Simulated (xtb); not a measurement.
GeI2, SMILES [I][Ge][I] (connectivity only; charge and spin as stated), neutral, multiplicity 1. All values are semi-empirical tight-binding results from xtb (GFN2-xTB unless named), good for trends rather than for accurate numbers. Geometry optimised at GFN2-xTB. The isomer is the one that the SMILES or the coordinates give; other isomers of the formula were not compared.

For metal compounds this method's bond lengths and energies can be far off.

```json
{
 "point_group_as_xtb_finds_it": "C2v",
 "orbital_gap": "3.23 eV",
 "zero_point_energy": "0.8 kcal/mol",
 "G − E(el) at 298.15 K (modified RRHO)": "-19.4 kcal/mol"
}
```
